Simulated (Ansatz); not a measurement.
Ansatz (a quantum-chemistry and plane-wave program) input (B3LYP-D3(BJ)/def2-TZVP):

Ansatz 0.2 input:
```yaml
crystal:
  periodic: [false, false, false]
  atoms:
    - {symbol: C, position_ang: [-0.52259556, 1.41380818, -0.54710335]}
    - {symbol: C, position_ang: [-0.47628879, -0.00863254, -0.10906475]}
    - {symbol: C, position_ang: [-1.76113446, -0.73758789, 0.07712034]}
    - {symbol: C, position_ang: [0.73653517, -0.51459163, 0.60259510]}
    - {symbol: N, position_ang: [1.98103512, -0.12297846, -0.06787998]}
    - {symbol: H, position_ang: [0.47082954, 1.78409374, -0.79625337]}
    - {symbol: H, position_ang: [-0.92322001, 2.06075267, 0.25152764]}
    - {symbol: H, position_ang: [-1.18221459, 1.54698921, -1.40901904]}
    - {symbol: H, position_ang: [-1.61418387, -1.81869408, 0.13333524]}
    - {symbol: H, position_ang: [-2.46315045, -0.52641688, -0.73370246]}
    - {symbol: H, position_ang: [-2.26847651, -0.43754736, 1.00949665]}
    - {symbol: H, position_ang: [0.63649361, -1.60091063, 0.74420106]}
    - {symbol: H, position_ang: [0.77768246, -0.08277357, 1.61760298]}
    - {symbol: H, position_ang: [2.05416823, -0.58675710, -0.96638075]}
    - {symbol: H, position_ang: [2.78572766, -0.39586353, 0.48306804]}
basis:
  gaussian:
    orbitals: def2-TZVP
hamiltonian:
  xc: b3lyp
  dispersion: d3bj
magnetization: {spin_polarized: true, initial_magnetization: 1}
phonons: {temperatures: {t_min: 298.15, t_max: 298.15, t_step: 100}}
```

Output:

```
Functional definition: B3LYP
integrals: 0.13 GiB planned
1315 factors; their error is unknown
0.31 GiB of the device are held for the grids
1.18 GiB of device memory are held for the factors and their scratch space
mean field: 1.29 GiB planned
mean field evaluation 1: about -5787.0397 eV, gradient 5.8e1 eV
mean field evaluation 2: about -5772.7667 eV, gradient 7.8e1 eV
mean field evaluation 4: about -5802.1899 eV, gradient 4.2e0 eV
mean field evaluation 8: about -5802.2675 eV, gradient 9.1e-2 eV
mean field evaluation 16: about -5802.2400 eV, gradient 3.3e-4 eV
mean field -5802.24002265 eV, -213.2283879327 hartree, gradient 6.5e-5 eV, S^2 0.754123; 0 other end points of the search recorded, 0 dependent functions left out
the calculation of the forces begins
reference -5802.24032005 eV, -213.2283988622 hartree; 21, 20 occupied and 194, 195 virtual orbitals, 1315 factors
these checks for a lower state are left out or cut short: stability, starts, cluster_reference, orbital_swaps, neighbouring_geometries, increment
integrals: 0.13 GiB planned
1315 factors; their error is unknown
0.31 GiB of the device are held for the grids
1.18 GiB of device memory are held for the factors and their scratch space
mean field: 1.29 GiB planned
mean field -5802.23982807 eV, -213.2283807820 hartree, gradient 1.7e-6 eV, S^2 0.754126; 0 other end points of the search recorded, 0 dependent functions left out
the calculation of the forces begins
reference -5802.24012547 eV, -213.2283917112 hartree; 21, 20 occupied and 194, 195 virtual orbitals, 1315 factors
these checks for a lower state are left out or cut short: stability, starts, cluster_reference, orbital_swaps, neighbouring_geometries, increment
integrals: 0.13 GiB planned
1315 factors; their error is unknown
0.31 GiB of the device are held for the grids
1.18 GiB of device memory are held for the factors and their scratch space
mean field: 1.29 GiB planned
mean field evaluation 32: about -5802.2399 eV, gradient 1.7e-6 eV
mean field -5802.23986990 eV, -213.2283823196 hartree, gradient 1.7e-6 eV, S^2 0.754121; 0 other end points of the search recorded, 0 dependent functions left out
the calculation of the forces begins
reference -5802.24016732 eV, -213.2283932494 hartree; 21, 20 occupied and 194, 195 virtual orbitals, 1315 factors
these checks for a lower state are left out or cut short: stability, starts, cluster_reference, orbital_swaps, neighbouring_geometries, increment
integrals: 0.13 GiB planned
1315 factors; their error is unknown
0.31 GiB of the device are held for the grids
1.18 GiB of device memory are held for the factors and their scratch space
mean field: 1.29 GiB planned
mean field -5802.23994912 eV, -213.2283852306 hartree, gradient 1.7e-6 eV, S^2 0.754122; 0 other end points of the search recorded, 0 dependent functions left out
the calculation of the forces begins
reference -5802.24024652 eV, -213.2283961599 hartree; 21, 20 occupied and 194, 195 virtual orbitals, 1315 factors
these checks for a lower state are left out or cut short: stability, starts, cluster_reference, orbital_swaps, neighbouring_geometries, increment
integrals: 0.13 GiB planned
1315 factors; their error is unknown
0.31 GiB of the device are held for the grids
1.18 GiB of device memory are held for the factors and their scratch space
mean field: 1.29 GiB planned
mean field -5802.23981956 eV, -213.2283804694 hartree, gradient 1.7e-6 eV, S^2 0.754125; 0 other end points of the search recorded, 0 dependent functions left out
[...]
mean field -5802.23996610 eV, -213.2283858546 hartree, gradient 1.7e-6 eV, S^2 0.754123; 0 other end points of the search recorded, 0 dependent functions left out
the calculation of the forces begins
reference -5802.24026352 eV, -213.2283967846 hartree; 21, 20 occupied and 194, 195 virtual orbitals, 1315 factors
these checks for a lower state are left out or cut short: stability, starts, cluster_reference, orbital_swaps, neighbouring_geometries, increment
integrals: 0.13 GiB planned
1315 factors; their error is unknown
0.31 GiB of the device are held for the grids
1.18 GiB of device memory are held for the factors and their scratch space
mean field: 1.29 GiB planned
mean field -5802.23997905 eV, -213.2283863305 hartree, gradient 1.7e-6 eV, S^2 0.754123; 0 other end points of the search recorded, 0 dependent functions left out
the calculation of the forces begins
reference -5802.24027646 eV, -213.2283972601 hartree; 21, 20 occupied and 194, 195 virtual orbitals, 1315 factors
these checks for a lower state are left out or cut short: stability, starts, cluster_reference, orbital_swaps, neighbouring_geometries, increment
integrals: 0.13 GiB planned
1315 factors; their error is unknown
0.31 GiB of the device are held for the grids
1.18 GiB of device memory are held for the factors and their scratch space
mean field: 1.29 GiB planned
mean field -5802.24000509 eV, -213.2283872874 hartree, gradient 1.7e-6 eV, S^2 0.754123; 0 other end points of the search recorded, 0 dependent functions left out
the calculation of the forces begins
reference -5802.24030249 eV, -213.2283982168 hartree; 21, 20 occupied and 194, 195 virtual orbitals, 1315 factors
these checks for a lower state are left out or cut short: stability, starts, cluster_reference, orbital_swaps, neighbouring_geometries, increment
integrals: 0.13 GiB planned
1315 factors; their error is unknown
0.31 GiB of the device are held for the grids
1.18 GiB of device memory are held for the factors and their scratch space
mean field: 1.29 GiB planned
mean field -5802.23989710 eV, -213.2283833189 hartree, gradient 1.7e-6 eV, S^2 0.754124; 0 other end points of the search recorded, 0 dependent functions left out
the calculation of the forces begins
reference -5802.24019450 eV, -213.2283942480 hartree; 21, 20 occupied and 194, 195 virtual orbitals, 1315 factors
these checks for a lower state are left out or cut short: stability, starts, cluster_reference, orbital_swaps, neighbouring_geometries, increment
integrals: 0.13 GiB planned
1315 factors; their error is unknown
0.31 GiB of the device are held for the grids
1.18 GiB of device memory are held for the factors and their scratch space
mean field: 1.29 GiB planned
mean field -5802.23992871 eV, -213.2283844806 hartree, gradient 1.7e-6 eV, S^2 0.754123; 0 other end points of the search recorded, 0 dependent functions left out
the calculation of the forces begins
reference -5802.24022613 eV, -213.2283954105 hartree; 21, 20 occupied and 194, 195 virtual orbitals, 1315 factors
these checks for a lower state are left out or cut short: stability, starts, cluster_reference, orbital_swaps, neighbouring_geometries, increment
integrals: 0.13 GiB planned
1315 factors; their error is unknown
0.31 GiB of the device are held for the grids
1.18 GiB of device memory are held for the factors and their scratch space
mean field: 1.29 GiB planned
mean field evaluation 608: about -5802.2648 eV, gradient 4.2e-4 eV
mean field -5802.23996198 eV, -213.2283857033 hartree, gradient 1.7e-6 eV, S^2 0.754124; 0 other end points of the search recorded, 0 dependent functions left out
the calculation of the forces begins
reference -5802.24025939 eV, -213.2283966330 hartree; 21, 20 occupied and 194, 195 virtual orbitals, 1315 factors
these checks for a lower state are left out or cut short: stability, starts, cluster_reference, orbital_swaps, neighbouring_geometries, increment
integrals: 0.13 GiB planned
1315 factors; their error is unknown
0.31 GiB of the device are held for the grids
1.18 GiB of device memory are held for the factors and their scratch space
mean field: 1.29 GiB planned
mean field -5802.23989868 eV, -213.2283833769 hartree, gradient 1.7e-6 eV, S^2 0.754123; 0 other end points of the search recorded, 0 dependent functions left out
the calculation of the forces begins
reference -5802.24019608 eV, -213.2283943063 hartree; 21, 20 occupied and 194, 195 virtual orbitals, 1315 factors
these checks for a lower state are left out or cut short: stability, starts, cluster_reference, orbital_swaps, neighbouring_geometries, increment
integrals: 0.13 GiB planned
1315 factors; their error is unknown
0.31 GiB of the device are held for the grids
1.18 GiB of device memory are held for the factors and their scratch space
mean field: 1.29 GiB planned
mean field -5802.24000418 eV, -213.2283872542 hartree, gradient 1.7e-6 eV, S^2 0.754123; 0 other end points of the search recorded, 0 dependent functions left out
the calculation of the forces begins
reference -5802.24030160 eV, -213.2283981839 hartree; 21, 20 occupied and 194, 195 virtual orbitals, 1315 factors
these checks for a lower state are left out or cut short: stability, starts, cluster_reference, orbital_swaps, neighbouring_geometries, increment
integrals: 0.13 GiB planned
1315 factors; their error is unknown
0.31 GiB of the device are held for the grids
1.18 GiB of device memory are held for the factors and their scratch space
mean field: 1.29 GiB planned
mean field -5802.24001403 eV, -213.2283876161 hartree, gradient 1.7e-6 eV, S^2 0.754123; 0 other end points of the search recorded, 0 dependent functions left out
the calculation of the forces begins
reference -5802.24031143 eV, -213.2283985454 hartree; 21, 20 occupied and 194, 195 virtual orbitals, 1315 factors
these checks for a lower state are left out or cut short: stability, starts, cluster_reference, orbital_swaps, neighbouring_geometries, increment
integrals: 0.13 GiB planned
1315 factors; their error is unknown
0.31 GiB of the device are held for the grids
1.18 GiB of device memory are held for the factors and their scratch space
mean field: 1.29 GiB planned
mean field evaluation 640: about -5802.2400 eV, gradient 1.4e-6 eV
mean field -5802.23997204 eV, -213.2283860731 hartree, gradient 1.7e-6 eV, S^2 0.754123; 0 other end points of the search recorded, 0 dependent functions left out
the calculation of the forces begins
reference -5802.24026944 eV, -213.2283970022 hartree; 21, 20 occupied and 194, 195 virtual orbitals, 1315 factors
these checks for a lower state are left out or cut short: stability, starts, cluster_reference, orbital_swaps, neighbouring_geometries, increment
integrals: 0.13 GiB planned
1315 factors; their error is unknown
0.31 GiB of the device are held for the grids
1.18 GiB of device memory are held for the factors and their scratch space
mean field: 1.29 GiB planned
mean field -5802.23996309 eV, -213.2283857442 hartree, gradient 1.7e-6 eV, S^2 0.754123; 0 other end points of the search recorded, 0 dependent functions left out
the calculation of the forces begins
reference -5802.24026051 eV, -213.2283966742 hartree; 21, 20 occupied and 194, 195 virtual orbitals, 1315 factors
Total energy: -5802.72345763 eV, -213.2461538408 hartree
Atom 0 at    -0.522596     1.413808    -0.547103 Å, force    -0.000176    -0.000058     0.000796 eV/Å
Atom 1 at    -0.476289    -0.008633    -0.109065 Å, force     0.000652    -0.000396    -0.001764 eV/Å
Atom 2 at    -1.761134    -0.737588     0.077120 Å, force     0.000311     0.000403     0.000713 eV/Å
Atom 3 at     0.736535    -0.514592     0.602595 Å, force    -0.001602    -0.000051     0.001060 eV/Å
Atom 4 at     1.981035    -0.122978    -0.067880 Å, force    -0.000049    -0.000125    -0.000461 eV/Å
Atom 5 at     0.470830     1.784094    -0.796253 Å, force     0.000111    -0.000115     0.000155 eV/Å
Atom 6 at    -0.923220     2.060753     0.251528 Å, force    -0.000046     0.000256    -0.000223 eV/Å
Atom 7 at    -1.182215     1.546989    -1.409019 Å, force    -0.000115     0.000061    -0.000153 eV/Å
Atom 8 at    -1.614184    -1.818694     0.133335 Å, force     0.000056    -0.000245     0.000094 eV/Å
Atom 9 at    -2.463150    -0.526417    -0.733702 Å, force     0.000014     0.000163    -0.000136 eV/Å
Atom 10 at    -2.268477    -0.437547     1.009497 Å, force    -0.000406    -0.000205     0.000033 eV/Å
Atom 11 at     0.636494    -1.600911     0.744201 Å, force     0.000389     0.000424    -0.000228 eV/Å
Atom 12 at     0.777682    -0.082774     1.617603 Å, force     0.000823    -0.000185    -0.000312 eV/Å
Atom 13 at     2.054168    -0.586757    -0.966381 Å, force     0.000047     0.000037     0.000134 eV/Å
Atom 14 at     2.785728    -0.395864     0.483068 Å, force    -0.000009     0.000037     0.000293 eV/Å
Dipole moment:     0.028927    -0.234082     0.061719 e Å
Vibrations: 81.24 127.23 131.66 230.16 272.58 313.33 368.36 491.81 757.03 822.17 927.21 941.55 974.22 1002.59 1045.94 1070.51 1166.91 1242.74 1295.05 1341.02 1391.64 1404.62 1425.23 1466.81 1472.83 1485.73 1489.48 1494.51 1650.93 2909.52 2923.83 2929.81 2948.50 3035.10 3039.86 3080.36 3114.28 3482.73 3564.47 cm⁻¹, zero-point energy 3.652174 eV
```

It need not be the lowest isomer of its formula.
